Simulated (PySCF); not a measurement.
# Excited states of Tl³⁺ (thallium, charge +3)

Ground state [Xe] 4f14 5d10, ¹S. Calculation: PySCF 2.14, in aug-cc-pVQZ-PP with ECP60MDF (7s7p5d3f2g, 92 functions); a scalar-relativistic core potential. Vertical excitation energies in eV without spin-orbit coupling; excited terms of each kind are numbered among those the solver found. Frozen: 5s2 5p6.

```json
{"term": "1 3D", "leading excitation": "5d → s", "EOM-EE-CCSD": "10.166"}
{"term": "1 1D", "leading excitation": "5d → s", "EOM-EE-CCSD": "11.026"}
{"term": "1 3P°", "leading excitation": "5d → p", "EOM-EE-CCSD": "20.182"}
{"term": "1 3F°", "leading excitation": "5d → p", "EOM-EE-CCSD": "20.663"}
{"term": "1 1F°", "leading excitation": "5d → p", "EOM-EE-CCSD": "21.030"}
{"term": "1 1D°", "leading excitation": "5d → p", "EOM-EE-CCSD": "21.444"}
{"term": "1 3D°", "leading excitation": "5d → p", "EOM-EE-CCSD": "21.515"}
{"term": "1 1P°", "leading excitation": "5d → p", "EOM-EE-CCSD": "21.702"}
{"term": "2 3D", "leading excitation": "5d → s", "EOM-EE-CCSD": "32.004"}
{"term": "1 1G", "leading excitation": "5d → d", "EOM-EE-CCSD": "32.141"}
{"term": "2 1D", "leading excitation": "5d → s", "EOM-EE-CCSD": "32.198"}
```

The spin-orbit splitting of the hole, absent here, rivals or exceeds the spacing of these terms, so the LS terms are model states.

The solver can miss terms.
